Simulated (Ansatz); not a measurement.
Compare A (`NC[SiH](N)F`) with its isomer B (`C[Si](N)(N)F`).

Gas-phase electronic energies from Ansatz, PBE0-D4/def2-TZVP geometries. CCSD(T)/CBS adds triple-zeta CCSD(T) − MP2 to the extrapolated MP2 energy (def2 sets, frozen cores). DFT in def2-TZVPP. Each species was taken in one conformer, which may not be the lowest.

Task: Which is lower in electronic energy at CCSD(T)/CBS, and by how much? (Estimate.)

Result: Computed: B, by 39.9 kcal/mol.

Task: Give E(B) − E(A) in kcal/mol with LDA (SPW92), CCSD/def2-TZVPP, BLYP-D4, ωB97M-V, CCSD(T)/def2-SVP, CCSD(T)/def2-TZVPP, HF/def2-TZVPP. (An estimate is asked.)

Result: The calculation gave: LDA (SPW92) -37.8, CCSD/def2-TZVPP -39.4, BLYP-D4 -37.7, ωB97M-V -39.4, CCSD(T)/def2-SVP -33.3, CCSD(T)/def2-TZVPP -39.2, HF/def2-TZVPP -40.1. None reverses the order clearly.

Task: Does the order hold for the free energy at 298.15 K (harmonic terms from PBE0-D4)? (An estimate is asked.)

Result: Computed: Yes: G(B) − G(A) = -40.0 kcal/mol, for one conformer each.

Largest T1 diagnostic: 0.010.

Leaving LDA and LC-ωPBE aside and taking each functional with its dispersion term where it has one, the values, not all of them listed here, spread over 4.3 kcal/mol, from B97M-V to revPBE-D4. LDA lies −0.8 kcal/mol from PBE without D4. From PBE to PBE0 (25 % exact exchange), in def2-TZVPP and without D4, E(B) − E(A) moves by −1.4 kcal/mol.
